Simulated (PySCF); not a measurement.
# F₂In, SMILES `[F][In][F]` (charge 0, multiplicity 2)

The numbers are results of PBE0-D3(BJ)/def2-TZVP (PySCF 2.14.0), not measurements.

| Quantity | Value |
|---|---|
| highest occupied spin orbital | -7.67 eV |
| dipole moment | 3.22 D |
| total energy | -389.7600 Ha |
| cost | around 60 core-seconds (rough) |

```xyz
3

F      1.6718    -0.2893     0.0000
In    -0.0193     0.6947     0.0000
F     -1.6656    -0.3633     0.0000
```
Charge 0, spin multiplicity 2.
